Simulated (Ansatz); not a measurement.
CH₇ClO₂SiZr, SMILES `[CH3][Zr]([OH])([Cl])[O][SiH3]`. The species carries charge 0 and has multiplicity 1. Correlated methods include outer-core shells of Zr, which these sets cover unevenly. Zr: def2 effective core potential.

```xyz
13

C    -2.167    0.612   -0.192
Zr   -0.329    0.301    0.994
O     0.281    2.046    1.455
Cl   -0.916   -1.022    2.869
O     0.886   -0.621   -0.185
Si    1.989   -1.365   -1.144
H    -2.922    1.150    0.392
H    -2.596   -0.350   -0.496
H    -1.966    1.194   -1.099
H     0.763    2.825    1.716
H     3.350   -1.189   -0.572
H     1.677   -2.814   -1.235
H     1.950   -0.767   -2.504
```

Question: Give the diagnostics of a CCSD(T)/def2-TZVPP run (frozen core, the Gaussian-basis code of Ansatz). (An estimate is asked.)

Answer: Ansatz gave: T1 = 0.0153, largest single amplitude 0.021, largest double 0.024, (T) share of the correlation energy 3.9 %, 10 CCSD cycles. The RHF solution is stable towards an unrestricted one. T1 lies under the customary mark of 0.02 for closed shells.
